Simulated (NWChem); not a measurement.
System: CH7FN2Si; SMILES NC[Si@H](N)F

The following NWChem deck was run.

```
start job
memory heap 200 mb stack 900 mb global 1100 mb
geometry units angstroms noautoz
  N     -0.009110     2.339649    -0.171745
  C      0.689442     1.158490     0.387701
  Si     0.062643    -0.488222    -0.287690
  N     -1.592805    -0.667216     0.158901
  F      1.025233    -1.682282     0.258442
  H      0.159119     2.390156    -1.176105
  H     -1.015522     2.211440    -0.069027
  H      1.764448     1.273476     0.201877
  H      0.584665     1.185647     1.481480
  H      0.094791    -0.543630    -1.772094
  H     -2.187994    -1.304500    -0.357164
  H     -1.864889    -0.638496     1.135316
end
basis spherical
  N library sto-3g
  C library sto-3g
  Si library sto-3g
  F library sto-3g
  H library sto-3g
end
dft
  xc pbe0
  iterations 150
  mulliken
end
task dft energy
```

Structure relaxed at the B3LYP/6-31G* (spherical d) level.

**Question.** Predict the main results of this run. (PBE0/STO-3G.) Quantities: basis functions; energy (Ha); highest occupied level (eV); orbital gap (eV); dipole (D).

**Answer.** 
```json
{
  "number_of_basis_functions": "36",
  "energy (Ha)": "-534.08",
  "highest occupied level (eV)": "-3.33",
  "orbital gap (eV)": "10.92",
  "dipole (D)": "1.84"
}
```
